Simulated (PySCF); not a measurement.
A small calculation by hand: entropy of an ideal gas

Pb(Br)(NH2) (BrH₂NPb), SMILES [Pb]([Br])[NH2] (connectivity only; charge and spin as stated), neutral, multiplicity 1.

The structure is a stationary point at r2SCAN-D4/def2-SVP. The def2 effective core potentials stand for the cores of Pb; spin–orbit coupling is left out. Other conformers were not sampled.

r2SCAN-D4/def2-SVP (PySCF) gives the harmonic wavenumbers 121, 205, 306, 441, 547, 583, 1479, 3528, 3657 cm⁻¹ and the rotational temperatures 0.3370, 0.0575, 0.0491 K. The molar mass is 303.13 g/mol, the symmetry number 1, the spin multiplicity 1.

Problem. Work out the entropy at 298.15 K and 1 atm in the rigid-rotor, harmonic-oscillator model.

Solution. 
Translation (Sackur–Tetrode at 1 atm): S = R[1.5 ln M + 2.5 ln T − 1.16487] = 180.0 J/(mol K).
Rotation: q = (√π/σ) T^1.5/√(θA θB θC) = 296000, S = R[ln q + 3/2] = 117.2 J/(mol K).
Vibration: with u = 1.4388 ν/T, each mode gives R[u/(e^u − 1) − ln(1 − e^−u)]:
| ν (cm⁻¹) | modes | u | S (J/(mol K)) |
|---|---|---|---|
| 121 | 1 | 0.58 | 12.90 |
| 205 | 1 | 0.99 | 8.74 |
| 306 | 1 | 1.48 | 5.79 |
| 441 | 1 | 2.13 | 3.45 |
| 547 | 1 | 2.64 | 2.30 |
| 583 | 1 | 2.81 | 2.01 |
| 1479 | 1 | 7.14 | 0.05 |
The stiffer modes add less than 0.005 each. Sum 35.2 J/(mol K).
Spin: R ln 1 = 0.0 J/(mol K).
Total 332.5 J/(mol K); the program's own thermochemistry gives 332.5. Translation makes up 54 % and vibration 11 %. Anharmonicity, hindered rotation and orbital degeneracy are left out.
